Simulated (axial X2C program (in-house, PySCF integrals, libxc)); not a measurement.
Potential curves of FeS, 2c

Calculated with an in-house relativistic program for diatomic molecules. Two-component (2c) means X2C with spin–orbit coupling and atomic mean-field two-electron Coulomb and Gaunt terms. Basis: Fe dyall-cv3z [9s10p6d3f2g], S dyall-av3z [9s8p3d2f] (cores contracted in-house); Gaussian nuclei, density fitting, unrestricted open shells. Masses: Fe 55.935 u, S 31.972 u.

State: Ω = 2 (⟨Sz⟩ = 2.00, ⟨Lz⟩ = 0.00 at PBE0). Energies in cm⁻¹ from the lowest point of each curve. Fits are polynomials in 1 − R0/R over 0.85 to 1.23 times the lowest point R0.

| R (Å) | PBE0 |
| --- | --- |
| 1.7322 | 8701 |
| 1.8118 | 3608 |
| 1.8715 | 1422 |
| 1.9313 | 298 |
| 1.9910 | 0 |
| 2.0607 | 437 |
| 2.1304 | 1489 |
| 2.2200 | 3443 |
| 2.3295 | 6341 |
| 2.4888 | 10810 |

The state is a single determinant with fixed occupations, the lowest that a limited PBE0 search found. Density functionals use the spin component along the axis (collinear). Other states lie close and PBE0, whose exact exchange favours high spin, may order them wrongly; the determinant shown need not be the ground state. The nearest other 2c determinant of the search, Ω = 4, lies 0.02 eV up at the distance of the search. With several unpaired electrons one determinant need not be a pure state. Open-shell Ω = 0 determinants with evenly filled partner blocks cannot be reached by this program, so the Ω shown need not be the lowest component. The determinant is spin-polarised beyond a pure state at some levels (its spin-free form has ⟨S²⟩ too high), which makes Re and μ there less reliable.

**Question.** Fit the PBE0 curve near its minimum: give the equilibrium distance and the harmonic wavenumber.

**Answer.** At PBE0, 2c: Re = 1.987 Å, ωe ≈ 545 cm⁻¹; Be follows as 0.21 cm⁻¹.
